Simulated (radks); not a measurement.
The numbers below are computed, except where a source is named.
Species: Si4-. Configuration: [Ar].

Level of theory: scalar-relativistic Kohn-Sham, r2SCAN, spin-polarised, spherical densities, finite nucleus; meta-GGA in the generalised Kohn-Sham scheme; Fermi nuclear charge, rms radius 3.1224 fm; Watson sphere of charge +4 and radius 3.71 bohr (a radial shooting solver on a logarithmic mesh with Libxc functionals).

Energy parts (Ry; the electron-nucleus part includes the sphere):
| part | energy |
|---|---|
| total | -615.12796 |
| kinetic | 582.63147 |
| electron-nucleus | -1455.47473 |
| Hartree | 301.21479 |
| exchange-correlation | -43.49948 |

Orbitals (lengths in bohr, moments of r in powers of bohr; r(max) is where P^2 peaks; r(90%) holds 90 % of the orbital's charge):
| orbital | occ. | eigenvalue (Ry) | r(max) | r(90%) |
|---|---|---|---|---|
| 1s | 2 | -131.8354 | 0.07263 | 0.199 |
| 2s | 2 | -10.30525 | 0.4538 | 0.890 |
| 2p | 6 | -6.93498 | 0.3888 | 0.901 |
| 3s | 2 | -0.78208 | 1.935 | 3.91 |
| 3p | 6 | -0.37337 | 2.848 | 5.09 |

The highest occupied level is 3p at -5.080 eV. Summed over all electrons, <r^2> = 94.41 bohr^2, which gives a Langevin (diamagnetic) susceptibility term of -74.8 x 10^-6 cm^3/mol. The electron density at the nucleus is 1908 e/bohr^3 (large components only). The density falls to 0.001 e/bohr^3 at r = 5.62 bohr.
